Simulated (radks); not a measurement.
Polarisability of neutral tantalum, [Xe] 4f14 5d3 6s2, at imaginary frequency. All-electron calculation, non-relativistic Kohn-Sham, LDA (Slater exchange, VWN5 correlation), spin-polarised, spherical densities, point nucleus; open shells are filled with parallel spins first (spin-orbit coupling, left out, can overturn this in heavy ions); relativity is left out, which matters for an element this heavy. Program: a radial shooting solver on a logarithmic mesh with Libxc functionals. Response by self-consistent Sternheimer equations with the Hartree and adiabatic LDA kernel.

w (hartree)  alpha1(iw) (bohr^3)
0.00266                    101.3
0.0143                     100.4
0.0360                     95.85
0.0697                     84.08
0.118                      65.39
0.186                      45.42
0.280                      29.44
0.413                      18.58
0.605                      11.62
0.892                      7.163
1.35                       4.245
2.12                       2.311
3.59                       1.091
6.94                      0.4149
17.5                      0.1018

Static values: alpha1 = 101.3 bohr^3 (15.01 angstrom^3; uncoupled 207.8). C6 = 1339, triple-dipole C9 = 95250 atomic units. One-pole (London) frequency 4 C6 / (3 alpha1^2) = 0.174 hartree, against 0.157 for minus the highest occupied eigenvalue. The dipole shielding factor is 1.000, as the force sum rule N/Z = 1.000 demands. Recommended static value: 74 bohr^3 (Schwerdtfeger and Nagle, 2023 table).
